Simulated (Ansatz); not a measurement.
Two members of one family (Si20H28 nanocrystal and its variants) that differ in charge, which shifts all levels, computed with Ansatz in the gas phase; def2 core potentials for In, no spin–orbit coupling. The two geometries come from different levels. Levels of anions in sets without diffuse functions are rough. The structures are stationary points that may keep the symmetry of their start.

First: Si20H27⁺, one cap removed (singlet, charge 1, PBE-D4/def2-SVP geometry).

```tsv
atom	x (Å)	y (Å)	z (Å)
Si1	-2.030	-3.632	-0.669
Si2	3.430	-0.966	-2.723
Si3	1.675	2.915	-1.855
Si4	-3.686	-0.236	0.414
Si5	-1.794	3.021	-0.299
Si6	-0.213	-0.327	-1.314
Si7	1.185	-2.629	1.347
Si8	3.066	0.288	0.936
Si9	-0.609	0.640	2.505
Si10	1.352	3.745	1.899
Si11	1.170	-1.627	-2.711
Si12	-2.336	-1.350	-1.161
Si13	-0.793	-3.920	1.314
Si14	-0.475	1.922	-1.914
Si15	4.407	-0.915	-0.580
Si16	2.370	2.362	0.310
Si17	-3.929	2.014	-0.245
Si18	-2.776	-0.285	2.585
Si19	-0.855	2.886	1.860
Si20	0.718	-0.352	0.838
H21	-3.371	-4.299	-0.504
H22	-1.288	-4.280	-1.806
H23	4.230	-1.935	-3.553
H24	3.561	0.410	-3.317
H25	1.589	4.418	-1.876
H26	2.627	2.408	-2.897
H27	-5.038	-0.905	0.439
H28	-1.880	4.479	-0.675
H29	2.147	-3.113	0.294
H30	1.877	-2.664	2.684
H31	3.446	0.281	2.392
H32	0.128	0.547	3.818
H33	1.452	5.158	1.388
H34	2.012	3.585	3.240
H35	0.618	-1.582	-4.113
H36	1.088	-3.041	-2.200
H37	-2.975	-1.207	-2.523
H38	-0.356	-5.356	1.460
H39	-1.610	-3.528	2.513
H40	-1.076	2.097	-3.287
H41	5.734	-0.204	-0.601
H42	4.587	-2.293	-0.006
H43	-4.539	2.092	-1.621
H44	-4.791	2.758	0.741
H45	-3.583	0.618	3.481
H46	-2.757	-1.671	3.166
H47	-1.708	3.674	2.824
```

| level | HOMO (eV) | LUMO (eV) | gap (eV) |
| --- | --- | --- | --- |
| PBE-D4/def2-SVP | -9.12 | -7.31 | 1.81 |
| PBE-D4/def2-TZVP | -9.07 | -7.26 | 1.81 |
| r2SCAN-D4/def2-SVP | -9.39 | -7.39 | 2.00 |
| PBE0-D4/def2-SVP | -10.05 | -6.86 | 3.19 |
| PBE0-D4/def2-TZVP | -9.96 | -6.76 | 3.20 |

Second: InSi19H28⁻, In on an inner site (singlet, charge -1, r2SCAN-D4/def2-SVP geometry).

```xyz
48

Si    1.447   -3.608   -2.290
Si   -1.242   -2.061    3.932
Si    0.374    2.154    3.283
Si    2.696    0.023   -2.769
Si    2.131    2.743    0.023
In    1.070   -1.039    0.769
Si   -2.175   -2.207   -1.373
Si   -2.655    0.497    1.232
Si   -0.888    1.336   -2.005
Si   -1.455    4.053    0.630
Si    0.387   -2.885    2.451
Si    2.500   -1.774   -1.267
Si   -0.780   -3.236   -2.971
Si    1.908    1.197    1.783
Si   -3.124   -1.166    2.834
Si   -1.745    2.404    2.283
Si    3.581    1.891   -1.630
Si    0.658    0.765   -3.687
Si    0.053    3.239   -0.981
Si   -1.170   -0.335   -0.384
H     2.185   -4.151   -3.486
H     1.397   -4.733   -1.295
H    -1.755   -3.099    4.896
H    -0.660   -0.969    4.781
H     0.785    3.534    3.723
H     0.248    1.339    4.537
H     3.619   -0.270   -3.925
H     2.704    4.061    0.479
H    -2.441   -3.237   -0.312
H    -3.496   -1.929   -2.039
H    -3.979    0.937    0.662
H    -2.174    1.763   -2.661
H    -0.935    5.320    1.249
H    -2.765    4.390   -0.025
H     1.496   -3.434    3.312
H    -0.235   -4.088    1.794
H     3.916   -2.214   -0.991
H    -1.374   -4.568   -3.342
H    -0.786   -2.423   -4.229
H     3.246    1.183    2.480
H    -4.069   -0.604    3.862
H    -3.864   -2.287    2.159
H    -2.722    2.919    3.307
H     4.894    1.526   -0.995
H     3.879    2.973   -2.633
H     0.943    2.007   -4.489
H     0.101   -0.237   -4.653
H     0.271    4.298   -2.029
```

Task: What does the change do? Estimate second minus first.

Result: 
```
             level  Δ HOMO (eV)  Δ LUMO (eV)  Δ gap (eV)
   PBE-D4/def2-SVP         6.35         8.20        1.85
  PBE-D4/def2-TZVP         6.22         7.96        1.74
r2SCAN-D4/def2-SVP         6.38         8.36        1.97
  PBE0-D4/def2-SVP         6.37         8.39        2.02
 PBE0-D4/def2-TZVP         6.26         8.16        1.90
```
